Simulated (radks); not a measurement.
Q: Species: Pt69+. Configuration: [He] 2s2 2p5. All-electron calculation, Dirac Kohn-Sham, PBE, spin-unpolarised, spherical densities, point nucleus; open shells are shared between the two j in proportion to 2j + 1. Program: a radial shooting solver on a logarithmic mesh with Libxc functionals. Some entries of the table are withheld. Estimate them.

orbital     occ.  eigenvalue (eV)  r(max) (bohr)
1s1/2          2              (1)            (2)
2s1/2          2              (3)        0.06072
2p1/2    1.66667              (4)            (5)
2p3/2    3.33333              (6)            (7)

A: 
(1) 1s1/2 eigenvalue (eV): -85139.67
(2) 1s1/2 r(max) (bohr): 0.01060
(3) 2s1/2 eigenvalue (eV): -20016.27
(4) 2p1/2 eigenvalue (eV): -19578.20
(5) 2p1/2 r(max) (bohr): 0.04467
(6) 2p3/2 eigenvalue (eV): -17761.36
(7) 2p3/2 r(max) (bohr): 0.05171
